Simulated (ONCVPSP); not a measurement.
Configuration tests for S (Z = 16) (ONCV)

S, optimised norm-conserving Vanderbilt (ONCV), made with ONCVPSP 4.0.1 (PBE, scalar-relativistic). Core [Ne], reference 3s2 3p4. Waves: 3s: rc 1.45 bohr, ncon 4, nbas 9, qcut 5.6 1/bohr, local; 3p: rc 1.45 bohr, ncon 4, nbas 9, qcut 5.7 1/bohr, 3 projectors, debl 1 Ha. Local part: the s channel. Core correction: none.

Energies are relative to the spin-unpolarised reference configuration 3s2 3p4; without spin polarisation the order of configurations can differ from experiment.

```json
{"valence configuration": "3s2 3p3", "charge": "+1", "ΔE all-electron (eV)": "11.769", "error AE − PS (meV)": "-0.1"}
{"valence configuration": "3s2 3p1", "charge": "+3", "ΔE all-electron (eV)": "68.094", "error AE − PS (meV)": "+42"}
```

Task: What are ΔE and the potential's error for 3s1 3p5?

Result: ΔE = 10.311 eV all-electron; the error (AE − PS) is +0.2 meV.

Task: What are ΔE and the potential's error for 3s2 3p2?

Result: ΔE = 34.052 eV all-electron; the error (AE − PS) is +7.1 meV.

Levels in the configuration 3s1 3p5:

```
level  all-electron (eV)  pseudo (eV)
   3s            -17.933      -17.930
   3p             -7.560       -7.559
```

Note: ghosts flagged at negative energy: p at -91.0 eV; GHOST(+) flags only above 600 eV. A true bound ghost makes a file unfit for plane-wave use.
